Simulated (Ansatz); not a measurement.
Zr2O5H2. The state is a singlet with charge 0. Geometry B3LYP-D4/def2-SVP, basis def2-TZVP, Ansatz.

```xyz
9

Zr    0.2665   -2.1394    0.1430
Zr   -0.5434    0.8994   -0.4741
O    -1.0875   -1.0452   -0.6942
O    -0.5026    1.9689   -2.1046
O     0.8643    1.6906   -1.5787
O    -0.3526   -3.0021    1.5406
O     1.0599   -0.2899    0.6480
H    -1.1389    1.8422    1.0582
H     1.4343    0.0754    1.4618
```

```csv
run,HOMO (eV),LUMO (eV)
A,-5.70,-3.95
B,-5.64,-3.41
C,-6.86,-3.18
D,-5.43,-3.80
E,-6.19,-3.21
```

In the def2 sets Zr takes a core potential; there is no spin–orbit coupling. The structure holds 1 bond(s) between oxygen atoms. Another isomer (singlet) lies 4.63 eV lower at PBE0-D4/def2-TZVP; other spin states weren't run for this one.

The runs used LDA (SPW92), PBE, PBE0, r2SCAN, r2SCANh. Estimate which is which.

A LDA (SPW92) (0 % exact exchange); B r2SCAN (0 % exact exchange); C PBE0 (25 % exact exchange); D PBE (0 % exact exchange); E r2SCANh (10 % exact exchange). Exact exchange lowers occupied and raises empty levels; among semilocal functionals meta-GGAs tend to open the gap a little, and such runs are hard to tell apart. The gap grows from 1.63 eV (PBE) to 3.67 eV (PBE0).
